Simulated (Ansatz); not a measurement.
```yaml
crystal:
  periodic: [false, false, false]
  atoms:
    - {symbol: Si, position_ang: [-1.339047, 0.478535, -0.345996]}
    - {symbol: C, position_ang: [0.044103, -0.699620, 0.018598]}
    - {symbol: N, position_ang: [1.021857, -0.288211, 1.110183]}
    - {symbol: Al, position_ang: [1.863990, -0.215552, -0.385169]}
    - {symbol: H, position_ang: [-2.147139, 0.011836, -1.509092]}
    - {symbol: H, position_ang: [-2.269315, 0.678231, 0.807515]}
    - {symbol: Xx, position_ang: [-0.772998, 1.821502, -0.677090]}
    - {symbol: H, position_ang: [-0.242844, -1.755675, 0.040507]}
    - {symbol: H, position_ang: [0.704514, -0.167672, 2.055633]}
    - {symbol: H, position_ang: [3.220079, 0.085527, -1.112189]}
basis:
  gaussian: {orbitals: cc-pVTZ, nuclear_model: gaussian}
hamiltonian: {xc: {name: PBE0}, dispersion: d4}
output: {forces: true}
```

```sh
$ ansatz run in.yaml --threads 2 --pin off --events-out ev --progress --plain --max-ram 4352MiB
```

How does Ansatz answer? (Estimate.)

The calculation gave: The input was rejected before any iteration.
```
Error: YAML parse error: error: line 10 column 16: `Xx` is not an element symbol (H … Og, case-exact)
 8 |     - {symbol: H, position_ang: [-2.147139, 0.011836, -1.509092]}
 9 |     - {symbol: H, position_ang: [-2.269315, 0.678231, 0.807515]}
10 |     - {symbol: Xx, position_ang: [-0.772998, 1.821502, -0.677090]}
11 |     - {symbol: H, position_ang: [-0.242844, -1.755675, 0.040507]}
12 |     - {symbol: H, position_ang: [0.704514, -0.167672, 2.055633]}
```
